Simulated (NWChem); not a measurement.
Species: CH$_{5}$AlClNO; SMILES [NH](C)[Al]([OH])[Cl]

```xyz
10

Al     0.3277    -0.0251     0.0000
Cl    -0.3553    -2.0150     0.0000
N     -0.8486     1.2842     0.0000
C     -0.5916     2.7069     0.0000
H     -1.8387     1.0628     0.0000
H     -1.0065     3.2147     0.8903
H     -1.0065     3.2147    -0.8903
H      0.4926     2.8960     0.0000
O      1.9814     0.3468     0.0000
H      2.7026    -0.2830     0.0000
```
Atoms are numbered in this order, from 1.

Results from NWChem. Pople sets run with spherical d functions. Structure relaxed at the PBE0/def2-SVP level. GIAO values for the isolated, static molecule; σ is the absolute isotropic shielding, δ = σ(reference) − σ with the isolated reference molecule computed at the same levels (13C: tetramethylsilane, 1H: tetramethylsilane, 15N: ammonia, 17O: water).

| level | σ Al1 (ppm) | σ Cl2 (ppm) | δ N3 (ppm) | δ C4 (ppm) | δ H5 (ppm) | δ O9 (ppm) | δ H10 (ppm) |
|---|---|---|---|---|---|---|---|
| B3LYP/6-311G** | 429.1 | 995.1 | 34.0 | 32.7 | 0.23 | 31.1 | 1.41 |
| B3LYP/6-31G* | ___ | ___ | ___ | ___ | ___ | ___ | ___ |
| LDA (Slater exchange, VWN5)/pcSseg-1 | 401.8 | 970.6 | 39.8 | 32.5 | 0.46 | 41.6 | 1.84 |

Task: Fill in the missing entries.

Result: 
- B3LYP/6-31G*, σ Al1 (ppm): 484.6
- B3LYP/6-31G*, σ Cl2 (ppm): 1022.0
- B3LYP/6-31G*, δ N3 (ppm): 22.2
- B3LYP/6-31G*, δ C4 (ppm): 31.0
- B3LYP/6-31G*, δ H5 (ppm): -0.28
- B3LYP/6-31G*, δ O9 (ppm): 20.6
- B3LYP/6-31G*, δ H10 (ppm): 1.26
